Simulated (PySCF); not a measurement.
## Excitation energy of Cr by level of theory

Cr [Ar] 3d5 4s1 (7S) → Cr [Ar] 3d5 4p1 (7P), as a difference of total energies. Computed with PySCF 2.14 in def2-TZVPPD, with no relativity, point nucleus. Correlated levels: valence: [Ar] frozen. The calculations carry no spin-orbit coupling.

```tsv
method	excitation energy (eV)	difference from reference (eV)
UHF	2.611	-0.292
MP2 (valence)	2.825	-0.078
SCS-MP2 (valence)	2.682	-0.221
CCSD (valence)	2.763	-0.140
CCSD(T) (valence)	2.753	-0.150
```

Reference: 2.903 eV (measured; NIST levels, between the centres of gravity of the two terms).

These non-relativistic numbers lack the scalar-relativistic shift.

Errors of the correlated levels include the incompleteness of this basis and the frozen core.

The coupled-cluster amplitudes are large for the upper state (T1 above 0.03 or a double amplitude above 0.15), so a single reference is strained.
